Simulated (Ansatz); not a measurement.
BeH+, closed-shell singlet (the spin of the measured ground state), most abundant isotopes (1.0078 and 9.0122 u). Constants from fifth-degree fits in 1/R to seven points on the lowest solution found; no spin–orbit coupling, no relativity up to Kr; ω_e x_e and α_e move by some per cent with the fit.

Frozen-core correlation. CBS: X⁻³ extrapolation of the correlation energy, Hartree–Fock from the larger set.

Codes used: Ansatz (an electronic-structure program). Values without a source in brackets are computed.

| level | r_e (Å) | ω_e (cm⁻¹) | ω_e x_e (cm⁻¹) | α_e (cm⁻¹) |
|---|---|---|---|---|
| PBE/def2-TZVPP | 1.3372 | 2109.6 | 34.0 | 0.283 |
| CCSD(T)/CBS(aug-cc-pVQZ, aug-cc-pV5Z) | 1.3140 | 2214.4 | 39.5 | 0.311 |

**Question.** Derive the rotational constants, the centrifugal constant, the fundamental, the zero-point energy and the force constant.

**Answer.** 
μ = 0.90646 u.
- PBE/def2-TZVPP: B_e = 16.8576/(μ r_e²) = 10.400 cm⁻¹; B₀ = B_e − α_e/2 = 10.259 cm⁻¹; D = 4B_e³/ω_e² = 1.01e-03 cm⁻¹; fundamental ω_e − 2ω_e x_e = 2042 cm⁻¹; zero-point energy ω_e/2 − ω_e x_e/4 = 1046 cm⁻¹; k = μ(2πcω_e)² = 238 N/m; the line J = 1 ← 0 at 2B₀ = 615.1 GHz
- CCSD(T)/CBS(aug-cc-pVQZ, aug-cc-pV5Z): B_e = 16.8576/(μ r_e²) = 10.771 cm⁻¹; B₀ = B_e − α_e/2 = 10.615 cm⁻¹; D = 4B_e³/ω_e² = 1.02e-03 cm⁻¹; fundamental ω_e − 2ω_e x_e = 2135 cm⁻¹; zero-point energy ω_e/2 − ω_e x_e/4 = 1097 cm⁻¹; k = μ(2πcω_e)² = 262 N/m; the line J = 1 ← 0 at 2B₀ = 636.5 GHz

Measured for the ground state: r_e 1.3122 Å [Huber and Herzberg (1979), NIST Chemistry WebBook]; ω_e 2221.7 cm⁻¹ [Huber and Herzberg (1979), NIST Chemistry WebBook].
